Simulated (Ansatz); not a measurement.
```yaml
crystal:
  periodic: [false, false, false]
  atoms:
    - {symbol: O, position_ang: [1.712792, -0.317376, 0.222682]}
    - {symbol: C, position_ang: [0.522835, -0.357105, 0.207682]}
    - {symbol: O, position_ang: [-0.242429, -1.311405, 0.723553]}
    - {symbol: C, position_ang: [-0.359459, 0.734348, -0.438366]}
    - {symbol: F, position_ang: [0.394226, 1.690421, -0.948593]}
    - {symbol: F, position_ang: [-1.103654, 0.210443, -1.411584]}
    - {symbol: F, position_ang: [-1.103654, 0.210443, -1.411584]}
    - {symbol: H, position_ang: [0.340998, -1.976051, 1.117960]}
basis:
  gaussian: {orbitals: ANO-RCC-VTZP}
hamiltonian: {xc: {name: BHLYP}}
```

```sh
$ ansatz run in.yaml --threads 4 --pin off --events-out ev --progress --plain --max-ram 10444MiB
```

Output, abridged:

```
Error: two nuclei lie on one point
```

**Question.** Something in this input is off. What?

**Answer.** One atom was put on top of another. The input was rejected before any iteration.
